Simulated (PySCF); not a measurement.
BrCs, triplet, at the geometry of the source list (a higher spin typed on purpose: for a closed-shell molecule this is an excited state) (core potentials on Cs), with bond 2-1 at 1.3 times its length. Base run: HF/def2-TZVP in PySCF.

Input for PySCF:
```python
from pyscf import gto, scf

mol = gto.Mole()
mol.atom = '''
    Cs   -1.02520000   -0.71830000   -0.87230000
    Br    1.64032000    1.14928000    1.39568000
'''
mol.basis = 'def2-tzvp'
mol.ecp = {'Cs': 'def2-tzvp'}
mol.spin = 2
mol.verbose = 4
mol.build()

mf = scf.UHF(mol)
mf.kernel()
```

Variants of this job, named by their change:

```tsv
change	ΔE vs base (µEh)	SCF cycles	<S^2>
base	0.0	12	2.009
conv_tol = 1e-12	0.0	21	2.009
conv_tol = 1e-7	0.0	10	2.009
conv_tol = 1e-6	0.1	8	2.009
DIIS = ADIIS	0.0	18	2.009
conv_tol_grad = 1e-3	0.0	12	2.009
diis_space = 12	0.0	12	2.009
conv_tol_grad = 1e-7	0.0	15	2.009
solver = newton	0.0	-	2.009
diis_space = 4	0.0	12	2.009
conv_tol = 1e-4	4.4	5	2.009
DIIS = EDIIS	0.0	43	2.009
level_shift = 0.3 (with mf.max_cycle = 100)	0.0	26	2.009
```

Open shells are given as the SCF converged; they aren't shown to be the lowest states, and a large step between rows can be another state.
